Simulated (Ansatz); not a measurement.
Te2Pd⁺. Total charge 1; doublet. Geometry r2SCAN-D4/def2-TZVP, that of the neutral singlet; atoms count from 1.

```xyz
3

Pd    1.354    0.170    0.521
Te   -0.919    1.216   -0.056
Te   -0.435   -1.386   -0.465
```

In the def2 sets Pd, Te take a core potential; there is no spin–orbit coupling. The structure comes from a short search, and lower isomers may exist.

Question: Estimate the Mulliken populations from the PBE0/def2-TZVP orbitals of Ansatz.

Answer: 
```json
{"atom": "Pd1", "charge (e)": "0.35", "spin (α − β)": "-0.02", "d electrons": "9.18"}
{"atom": "Te2", "charge (e)": "0.32", "spin (α − β)": "0.51", "d electrons": "–"}
{"atom": "Te3", "charge (e)": "0.32", "spin (α − β)": "0.51", "d electrons": "–"}
```
Mulliken values and Mayer orders depend strongly on the basis.

Question: Where does the spin sit?

Answer: Summed by element: Pd -0.02, Te 1.02, of 1 unpaired in all. Largest on single atoms: Te2 0.51, Te3 0.51, Pd1 -0.02.

Question: And the Mayer bond orders between bonded heavy atoms (over 0.3)?

Answer: Pd1–Te2 0.91 (2.57 Å); Pd1–Te3 0.91 (2.57 Å); Te2–Te3 1.71 (2.68 Å).
